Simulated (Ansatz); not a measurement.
Relaxation of C2H7InO (11 atoms, charge 0, multiplicity 1), to a largest force component of 0.03 eV/Å in at most 50 steps.

Theory: RKS B3LYP-D4/def2-SVP (Ansatz).

```xyz
11
Properties=species:S:1:pos:R:3
In -0.076 -0.079 0.154
O 0.798 -0.600 -1.642
C 0.443 1.973 -0.232
H 0.895 1.648 -1.166
C -0.895 -1.811 1.132
H 1.142 0.148 -2.143
H -0.397 2.660 -0.391
H 1.183 2.400 0.458
H -0.826 -1.737 2.225
H -0.320 -2.676 0.772
H -1.947 -1.926 0.834
```

Q: Where does it end, and by what steps?

A: It converged. After 7 steps the energy has fallen by 0.461 eV; H6 moved furthest, 0.74 Å.

```
step  energy less start (eV)  largest force component (eV/Å)  accepted
   0                  0.0000                           0.773       yes
   1                 -0.2155                           0.426       yes
   2                 -0.3404                           0.589       yes
   3                 -0.4159                           0.166       yes
   4                 -0.4458                           0.300       yes
   5                 -0.4567                           0.236       yes
   6                 -0.4596                           0.111       yes
   7                 -0.4608                           0.012       yes
```

```xyz
11
Properties=species:S:1:pos:R:3
In 0.094 -0.158 -0.203
O 0.836 -1.090 -1.844
C 0.378 2.001 -0.112
H 0.916 2.361 -1.000
C -0.834 -1.647 1.071
H 1.253 -0.499 -2.484
H -0.600 2.501 -0.052
H 0.956 2.257 0.790
H -0.691 -1.417 2.137
H -0.394 -2.628 0.839
H -1.913 -1.681 0.859
```

Whether the end is a true minimum wasn't checked by a vibrational analysis.

Run time: 27 s on 2 threads of Arm Neoverse V1, with other jobs on the host, peak memory 0.23 GiB.
